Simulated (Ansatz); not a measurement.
`[O]=[Ta]([OH])([F])[F]` + CH₃OH → `C[O][Ta](=[O])([F])[F]` + H₂O at 600 K and 1 bar (ligand exchange at a Ta–O bond).

Computed with Ansatz on PBE0-D4/def2-TZVP structures; ΔE is electronic, products minus reactants. CCSD(T)/CBS adds triple-zeta CCSD(T) − MP2 to the extrapolated MP2 energy (def2 sets, frozen cores). This one scheme is used for every species. Elements past krypton have def2 core potentials. For Ta outer-core shells are correlated without core-valence functions, which leaves a few kJ/mol of doubt a bond. Each species was taken in one conformer, which may not be the lowest.

```tsv
species	CCSD(T)/CBS energy (Eh)	H − E (kJ/mol)	S (J/(mol·K))
`[O]=[Ta]([OH])([F])[F]`	-407.68418	105.7	416.4
CH₃OH	-115.61712	163.6	277.3
`C[O][Ta](=[O])([F])[F]`	-446.92802	193.4	478.2
H₂O	-76.37941	76.8	212.8
```

H − E and S are ideal-gas, rigid-rotor, harmonic terms from PBE0-D4/def2-TZVP, for one conformer and one mirror image of each species. 1 Eh = 2625.50 kJ/mol, R = 8.31446 J/(mol·K).

**Question.** By hand: ΔE, ΔH, ΔS and ΔG.

**Answer.** ΔE = (-446.92802) + (-76.37941) − (-407.68418) − (-115.61712) = -0.00613 Eh = -16.1 kJ/mol. Δ(H − E) = 193.4 + 76.8 − 105.7 − 163.6 = 0.9, so ΔH = -15.2 kJ/mol. ΔS = 478.2 + 212.8 − 416.4 − 277.3 = -2.7 J/(mol·K). ΔG = -15.2 − 600 × (-2.7)/1000 = -13.6 kJ/mol.

**Question.** By hand: the equilibrium constant, and the temperature at which ΔG would vanish if ΔH and ΔS stayed fixed.

**Answer.** log₁₀ K = −ΔG/(RT ln 10) = 1.2. ΔG = 0 at ΔH/ΔS = 5630 K, far beyond where these terms or the molecules hold.

The number of gas molecules stays the same, so ΔS is small and ΔH decides. A doubt of 5 kJ/mol in ΔE shifts log₁₀ K by 0.4 here. Other conformers and mirror images would add mixing entropy, several J/(mol·K) or more a flexible species. These are equilibria of isolated gas molecules and say nothing of rates. Largest T1 diagnostic: 0.020 (customary marks: 0.02 for closed shells, 0.045 for open ones).
